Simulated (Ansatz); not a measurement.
A CCSD(T) single point on C$_{4}$H$_{10}$Cl$_{3}$NSi (`CC(C)(C)N[Si](Cl)(Cl)Cl`).

```yaml
crystal:
  periodic: [false, false, false]
  atoms:
    - {symbol: C, position_ang: [-0.362245, -1.352477, 0.594855]}
    - {symbol: C, position_ang: [-0.145775, 0.149586, 0.475925]}
    - {symbol: C, position_ang: [1.136683, 0.550264, 1.202230]}
    - {symbol: C, position_ang: [-1.337190, 0.885808, 1.077265]}
    - {symbol: N, position_ang: [-0.054532, 0.530489, -0.939786]}
    - {symbol: Si, position_ang: [0.480407, -0.316392, -2.289039]}
    - {symbol: Cl, position_ang: [2.308978, -1.203022, -2.052909]}
    - {symbol: Cl, position_ang: [-0.774498, -1.808476, -2.887511]}
    - {symbol: Cl, position_ang: [0.610473, 1.049856, -3.795410]}
    - {symbol: H, position_ang: [0.469468, -1.914905, 0.162436]}
    - {symbol: H, position_ang: [-0.431671, -1.630375, 1.648162]}
    - {symbol: H, position_ang: [-1.283515, -1.658040, 0.096403]}
    - {symbol: H, position_ang: [1.998097, 0.033761, 0.774596]}
    - {symbol: H, position_ang: [1.308061, 1.626451, 1.115136]}
    - {symbol: H, position_ang: [1.076192, 0.302048, 2.264933]}
    - {symbol: H, position_ang: [-2.259508, 0.607838, 0.563432]}
    - {symbol: H, position_ang: [-1.442155, 0.646843, 2.137845]}
    - {symbol: H, position_ang: [-1.208638, 1.969027, 0.991337]}
    - {symbol: H, position_ang: [-0.130131, 1.527217, -1.083597]}
basis:
  gaussian: {orbitals: def2-TZVPP}
correlation: {method: ccsd_t}
output: {orbitals: {seedname: orbitals}}
```

```sh
$ ansatz run in.yaml --threads 4 --pin off --events-out ev --progress --plain --max-ram 66560MiB --backend cuda --devices 0, --max-vram 37GiB
```

Log, shortened:

```
Functional definition: HF
2711 factors; integrals over basis functions are off by at most 9.9e-4 eV
mean field evaluation 1: about -51137.3264 eV, gradient 4.9e1 eV
mean field evaluation 2: about -51137.8366 eV, gradient 4.9e1 eV
mean field evaluation 4: about -51143.9813 eV, gradient 5.7e0 eV
mean field evaluation 8: about -51144.0973 eV, gradient 3.1e-1 eV
mean field -51144.09771416 eV, -1879.5109242808 hartree, gradient 5.8e-6 eV, S^2 0.000000; 0 other end points of the search recorded, 0 dependent functions left out
25 core orbitals not correlated: weight in the atoms' cores, before any rotation towards them, 1.000 or more for the frozen orbitals, at most 0.000 for the correlated occupied ones
reference -51144.09771416 eV, -1879.5109242808 hartree; 28, 28 occupied and 410, 410 virtual orbitals, 2711 factors
second order -43.48887376 eV of doubles, -0.00000000 eV of singles
cycle   1  -44.83147760 eV  change    -1.3e0 eV  update   1.3e-1
cycle   2  -45.79508893 eV  change   -9.6e-1 eV  update   3.4e-2
cycle   3  -45.97066391 eV  change   -1.8e-1 eV  update   1.6e-2
cycle   4  -45.95817170 eV  change    1.2e-2 eV  update   3.3e-3
cycle   5  -45.95769582 eV  change    4.8e-4 eV  update   1.4e-3
cycle   6  -45.95805751 eV  change   -3.6e-4 eV  update   4.1e-4
cycle   7  -45.95785454 eV  change    2.0e-4 eV  update   1.8e-4
cycle   8  -45.95785250 eV  change    2.0e-6 eV  update   5.1e-5
perturbative correction -1.97275353 eV, -0.0724973549 hartree
Total energy: -51192.02832019 eV, -1881.2723415639 hartree
```

It took 24 s on 4 threads of an AMD EPYC 7R13 on a shared host and a share of an NVIDIA H100 80 GB, with 1 GiB of host memory at the peak.

MP2 recovers 90.7 % of the CCSD(T) correlation energy and the triples give 4.1 %; T1 = 0.0093.
